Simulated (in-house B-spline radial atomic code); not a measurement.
A fraction x of an electron is removed from 4d in Cd²⁺, starting from [Kr] 4d10 and keeping the highest spin. Computed with a B-spline radial code for spherical atoms: non-relativistic PBE, spin-polarised, spherical fractional occupations, point nucleus.

```csv
x,E(x) - E(0) (eV),4d down level (eV)
0,0.0000,-30.855
0.04,1.2457,-31.433
0.13,4.1335,-32.742
0.27,8.8612,-34.801
0.48,16.4981,-37.941
0.5,17.2599,-38.243
0.61,21.5584,-39.914
0.67,23.9808,-40.832
0.77,28.1410,-42.373
0.9,33.7806,-44.394
1,38.2983,-45.963
```

The exact functional would give a straight line between the two integer points. Deviations E(x) - E(0) - x[E(1) - E(0)], in eV: -0.286 at x = 0.04, -0.845 at x = 0.13, -1.479 at x = 0.27, -1.885 at x = 0.48, -1.889 at x = 0.5, -1.804 at x = 0.61, -1.679 at x = 0.67, -1.349 at x = 0.77, -0.688 at x = 0.9.

The curve lies below the straight line by up to 1.889 eV (at x = 0.5): convex, the delocalisation error that favours fractional charges.

Task: How well does Slater's transition state (minus the level at half occupation) give the ionisation energy?

Result: It gives 38.243 eV against 38.298 eV from the two total energies; NIST lists 37.47 eV, ground level to ground level.
